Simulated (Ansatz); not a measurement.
Geometry optimisation, RKS B3LYP-D4/def2-SVP in Ansatz.

input.yaml

```yaml
crystal:
  periodic: [false, false, false]
  atoms:
    - { symbol: C, position_ang: [-1.7381, 0.652, 0.9525] }
    - { symbol: Ge, position_ang: [-0.0933, 1.1378, 0.0981] }
    - { symbol: O, position_ang: [1.1544, 0.0183, 0.6553] }
    - { symbol: Si, position_ang: [1.143, -1.3751, -0.3254] }
    - { symbol: O, position_ang: [1.6454, -1.0431, -1.9194] }
    - { symbol: H, position_ang: [-2.556, 1.4488, 0.628] }
    - { symbol: H, position_ang: [-1.6433, 0.7295, 2.0473] }
    - { symbol: H, position_ang: [-2.0636, -0.3028, 0.6234] }
    - { symbol: H, position_ang: [0.3028, 2.6012, 0.5498] }
    - { symbol: H, position_ang: [-0.2382, 1.1056, -1.4217] }
    - { symbol: H, position_ang: [1.8844, -2.4526, 0.2836] }
    - { symbol: H, position_ang: [-0.3006, -1.8596, -0.3755] }
    - { symbol: H, position_ang: [2.5235, -0.6947, -1.7814] }
basis:
  gaussian: { orbitals: def2-SVP }
hamiltonian:
  xc: b3lyp
  dispersion: d4
relax:
  f_tol: 0.015
  max_steps: 40
```

Command:

```bash
$ ansatz run input.yaml --threads 2 --pin off --max-ram 3072MiB --backend cpu --events-out ev --progress --plain --runs-dir out
```

Question: Where does it end, and by what steps?

Answer: The forces met the threshold. The force dipped under the threshold on the way, but the program's further checks kept it going. After 7 steps the energy has fallen by 0.628 eV; H12 moved furthest, 0.55 Å.

```json
{"step": "0", "energy less start (eV)": "0.0000", "largest force component (eV/Å)": "2.807", "accepted": "yes"}
{"step": "1", "energy less start (eV)": "-0.4439", "largest force component (eV/Å)": "0.973", "accepted": "yes"}
{"step": "2", "energy less start (eV)": "-0.5521", "largest force component (eV/Å)": "0.608", "accepted": "yes"}
{"step": "3", "energy less start (eV)": "-0.6174", "largest force component (eV/Å)": "0.237", "accepted": "yes"}
{"step": "4", "energy less start (eV)": "-0.6249", "largest force component (eV/Å)": "0.130", "accepted": "yes"}
{"step": "5", "energy less start (eV)": "-0.6272", "largest force component (eV/Å)": "0.049", "accepted": "yes"}
{"step": "6", "energy less start (eV)": "-0.6276", "largest force component (eV/Å)": "0.009", "accepted": "yes"}
{"step": "7", "energy less start (eV)": "-0.6278", "largest force component (eV/Å)": "0.012", "accepted": "yes"}
```

```xyz
13
Properties=species:S:1:pos:R:3
C -1.905 0.820 1.022
Ge -0.248 1.294 0.100
O 0.915 -0.053 0.337
Si 1.221 -1.507 -0.385
O 1.872 -1.336 -1.908
H -2.647 1.628 0.922
H -1.704 0.652 2.091
H -2.325 -0.102 0.591
H 0.435 2.531 0.716
H -0.469 1.486 -1.418
H 2.157 -2.233 0.519
H -0.033 -2.275 -0.607
H 2.750 -0.940 -1.965
```

Time of the run: 31 s on 2 threads of Intel(R) Xeon(R) Platinum 8488C (Sapphire Rapids), with other jobs on the host, peak memory 0.37 GiB.
